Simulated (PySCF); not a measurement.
CCuO, SMILES O=[C+][Cu], charge +1, multiplicity 1. Geometry: PBE-D3(BJ)/def2-TZVP. The spin state was assumed, not searched.

All values below come from PBE-D3(BJ)/def2-TZVP in PySCF 2.14.0.

Harmonic wavenumbers (cm⁻¹): 294, 294, 411, 2213. Rotational constants (GHz): 3.909 (linear); symmetry number 1.

### Question
Work out the zero-point energy and the ideal-gas rigid-rotor harmonic-oscillator thermochemistry at 298.15 K and 1 atm.

### Answer
ZPE = ½ Σ hcν = ½ × 3212 cm⁻¹ = 19.21 kJ/mol. H − E(el) = 30.92 kJ/mol. Entropy in J/(mol K): translation 165.08, rotation 69.60, vibration 16.00, total 250.68. G − E(el) = -43.82 kJ/mol. Cp = 49.27 J/(mol K).
